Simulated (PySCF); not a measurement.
BFH, SMILES F[BH], multiplicity 2. Atoms are numbered in the order given.

```xyz
3

B     -0.2189    -0.7095     0.0000
F      0.0476     0.5641     0.0000
H      0.6661    -1.5291     0.0000
```
Charge 0, spin multiplicity 2.

Geometry: PBE0-D3(BJ)/def2-TZVPD. The isomer is the one that the SMILES or the coordinates give; other isomers of the formula were not compared.

These are PySCF with PBE0/pcH-1 values and carry that method's errors.

Unrestricted Kohn–Sham, ⟨S²⟩ = 0.751. Hyperfine tensors hold the contact and dipolar terms, without spin-orbit corrections.

Computed hyperfine couplings:
```json
[
 {"nucleus": "11B no. 1", "A(iso) (MHz)": "509.3", "A(iso) (G)": "181.7", "dipolar principal values (MHz)": "-39.0, -35.9, 75.0"},
 {"nucleus": "19F no. 2", "A(iso) (MHz)": "255.0", "A(iso) (G)": "91.0", "dipolar principal values (MHz)": "-202.4, -150.3, 352.7"},
 {"nucleus": "1H no. 3", "A(iso) (MHz)": "204.2", "A(iso) (G)": "72.9", "dipolar principal values (MHz)": "-13.6, -4.7, 18.3"}
]
```

And the g tensor (effective nuclear charges for spin-orbit coupling, GIAO)? (An estimate is asked for; the answer gives what the named calculation found.)

principal values 1.9972, 2.0020, 2.0038; isotropic 2.0010.
